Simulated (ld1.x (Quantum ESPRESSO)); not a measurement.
**arsenic (As): excitation energies, all-electron against PAW**

| Quantity | Value |
| --- | --- |
| Element | As |
| Generator | ld1.x (Quantum ESPRESSO) 7.5 |
| Type | PAW |
| Functional | LDA (PZ) |
| Relativity | scalar-relativistic |
| Frozen core | [Ar] |
| Valence charge | 15 |
| Reference configuration | 3d10 4s2 4p2.5 (charge +0.5) |
| Partial waves | 4s (bound): rcut 1.20, rcutus 1.65 bohr; 4s channel at -1.05 Ry: rcut 1.20, rcutus 1.65 bohr; 4p (bound): rcut 1.30, rcutus 1.40 bohr; 4p channel at 0.35 Ry: rcut 1.30, rcutus 1.40 bohr; 3d (bound): rcut 1.05, rcutus 1.30 bohr; 3d channel at -0.55 Ry: rcut 1.05, rcutus 1.30 bohr |
| Local potential | all-electron potential smoothed inside 1.50 bohr (lloc = -2) |
| Core correction | a·sin(br)/r model core, default radius (ld1.x builds one for every PAW set, though the input has nlcc=.false.) |
| Augmentation charge | PSQ, inside the norm-conserving radii |

Energies are relative to the spin-unpolarised reference configuration 3d10 4s2 4p2.5; without spin polarisation the order of configurations can differ from experiment. Spin-polarised rows fill each open shell by Hund’s rule, majority spin first. Not all tests gave a result: test run stopped at test 9 of 9 (negative rho), 1 before it not solved. Left out of the table: 3d9 4s2 4p4 (solver errors, printed error -2533 eV).

```
          valence configuration  charge  ΔE all-electron (eV)  error AE − PS (meV)
                   3d10 4s2 4p2      +1                 5.689                 -0.9
                   3d10 4s2 4p1      +2                23.851                 -4.1
                   3d10 4s2 4p0      +3                51.891                 -9.9
                 3d10 4s2 4p3.3    -0.3                -4.915                 +0.5
                   3d10 4s1 4p4       0                 5.846                 -0.3
3d10 4s2 4p2.5 (spin-polarised)    +0.5                -1.025                 -1.2
```

**Question.** What are ΔE and the potential's error for 3d10 4s2 4p3?

**Answer.** ΔE = -3.637 eV all-electron; the error (AE − PS) is +0.5 meV.

Levels in the configuration 3d10 4s2 4p2:

| level | all-electron (eV) | pseudo (eV) |
| --- | --- | --- |
| 3d | -50.676 | -50.684 |
| 4s | -23.607 | -23.608 |
| 4p | -13.545 | -13.545 |

Note: ghost state, extra bound levels that the all-electron valence spectrum of the same l lacks: p at -19.6 eV. A true bound ghost makes a file unfit for plane-wave use.
